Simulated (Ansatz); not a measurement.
**Which isomer of FH7NSiSn+ gives these data?**

These gas-phase data were calculated for one isomer of FH7NSiSn+ at PBE0-D3(BJ)/def2-SVP (harmonic, unscaled wavenumbers; equilibrium rotational constants with average atomic masses):

| Property | Result |
| --- | --- |
| rotational constants | 4.191, 1.78, 1.305 GHz |
| all wavenumbers above 1500 cm⁻¹ | 3588, 3553, 3440, 2326, 2295, 2000, 1981, 1634, 1616 |

Candidates:

(1) `[NH3+][SnH2][SiH2]F`, a singlet
(2) `F[SiH2][NH2+][SnH3]`, a singlet

Task: Which candidate do the data belong to?

Result: Candidate (1). 3 modes lie between 3250 and 3800 cm⁻¹, one for each N–H bond, while (2) has 2.

The same quantities for all candidates:

|  | rotational constants (GHz) | wavenumbers above 1500 cm⁻¹ | E above the lowest, PBE0-D3(BJ)/def2-SVP (kcal/mol) |
| --- | --- | --- | --- |
| (1) | 4.191, 1.78, 1.305 | 3588, 3553, 3440, 2326, 2295, 2000, 1981, 1634, 1616 | 0.0 |
| (2) | 6.957, 1.272, 1.121 | 3548, 3478, 2367, 2334, 2045, 2031, 2003, 1564 | 2.4 |

Harmonic stretches to hydrogen usually lie a few per cent above observed fundamentals. Each candidate is one conformer. Atoms past krypton carry core potentials. Programs: Ansatz 0.2.0.
